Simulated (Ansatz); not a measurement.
A structure relaxed at r2SCAN-D4/def2-SVP in Ansatz, charge 1, singlet:

Cartesian coordinates in Å:
```
K 2.109 1.505 -0.459
K -1.308 -1.256 -1.902
K -1.492 -0.450 4.368
I 1.143 0.316 -3.304
I -0.453 -0.115 1.296
```

Q: Give its formula and point group.

A: K₃I₂⁺. Point group C2v (tolerance 0.1 Å).

Q: Summarise the bond lengths by kind (pairs closer than 1.2 times the sum of covalent radii, bridged metal pairs left out).

A: 5 × I–K 3.23 to 3.50 Å.

In the def2 sets I takes a core potential; there is no spin–orbit coupling. Another isomer (singlet) lies 0.25 eV lower at PBE0-D4/def2-TZVP; other spin states weren't run for this one.
